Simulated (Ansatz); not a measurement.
Cost and result for the atomization energy of GeH₄OSi, SMILES `[SiH3][O][GeH]` (7 atoms, 6 bonds).

Total charge 0; spin multiplicity 1. Correlated methods include outer-core shells of Ge, which these sets cover unevenly. Scalar relativity is left out up to krypton. Geometry: relaxed with PBE0-D4/def2-TZVP. Program: Ansatz. All runs use 2 threads of a server CPU on a shared host. Times are those of one run each, without the atoms' runs, and a repeat can differ threefold. Electronic energies, without spin–orbit coupling; frozen cores. CCSD(T)/CBS adds CCSD(T) − MP2 in def2-TZVPP to the MP2 limit, and its time is that of the two runs behind it. T1 = 0.014; the RHF reference is unstable towards UHF. With those shells the extrapolation isn't a true limit. B3LYP takes the VWN-RPA correlation (the form of Gaussian; ORCA's B3LYP/G). HSE06 is the plane-wave form, built on full-range PBE exchange.

CCSD(T)/CBS is a level of theory with its own doubt, some kJ/mol a heavy atom from the limit and from the frozen cores, so smaller differences don't rank the functionals.

```tsv
level	functions	wall time
LDA (SPW92)/def2-TZVPP	177	1 s
BHLYP-D4/def2-TZVPP	177	2.3 s
HSE06-D4/def2-TZVPP	177	2.5 s
CCSD(T)/def2-SVP	84	2.8 s
B3LYP-D4/def2-TZVPP (with forces)	177	3 s
r2SCAN-D4/def2-TZVPP (with forces)	177	3.6 s
r2SCANh-D4/def2-TZVPP	177	3.9 s
PBE-QIDH/def2-TZVPP	177	4.5 s
B97M-V/def2-TZVPP	177	6 s
ωB97M-V/def2-TZVPP (with forces)	177	8 s
MP2/def2-QZVPP	336	17 s
CCSD(T)/def2-TZVPP	177	33 s
CCSD(T)/CBS(def2)	–	50 s
```

Question: What atomization energy does each give, and how far from CCSD(T)/CBS? (An estimate is asked.)

Answer: The calculation gave: 
| level | atomization (kJ/mol) | difference from CCSD(T)/CBS | per bond |
| --- | --- | --- | --- |
| LDA (SPW92)/def2-TZVPP | 2414.6 | 251.5 | 41.9 |
| BHLYP-D4/def2-TZVPP | 2093.1 | -70.0 | -11.7 |
| HSE06-D4/def2-TZVPP | 2099.2 | -63.9 | -10.6 |
| CCSD(T)/def2-SVP | 1981.2 | -181.9 | -30.3 |
| B3LYP-D4/def2-TZVPP (with forces) | 2147.1 | -16.0 | -2.7 |
| r2SCAN-D4/def2-TZVPP (with forces) | 2141.2 | -21.9 | -3.7 |
| r2SCANh-D4/def2-TZVPP | 2124.2 | -38.9 | -6.5 |
| PBE-QIDH/def2-TZVPP | 2100.2 | -62.9 | -10.5 |
| B97M-V/def2-TZVPP | 2163.8 | 0.7 | 0.1 |
| ωB97M-V/def2-TZVPP (with forces) | 2148.3 | -14.8 | -2.5 |
| MP2/def2-QZVPP | 2147.7 | -15.4 | -2.6 |
| CCSD(T)/def2-TZVPP | 2099.8 | -63.3 | -10.5 |
| CCSD(T)/CBS(def2) | 2163.1 | 0.0 | 0.0 |

From PBE to PBE0 (25 % exact exchange), in def2-TZVPP and without D4, the atomization energy moves by −34.4 kJ/mol: exact exchange takes away binding that semilocal exchange gives to molecules. Leaving LDA and LC-ωPBE aside and taking each functional with its dispersion term where it has one, the values, not all of them listed here, spread over 74.4 kJ/mol, from revPBE-D4 to ωB97X-V. LDA lies +292.9 kJ/mol from PBE without D4, its usual overbinding. At CCSD(T), def2-SVP lies −181.9 kJ/mol from the extrapolated value and def2-TZVPP −63.3 kJ/mol: correlation converges slowly with the basis, and small sets miss more of it in the bonded molecule than in its fragments.
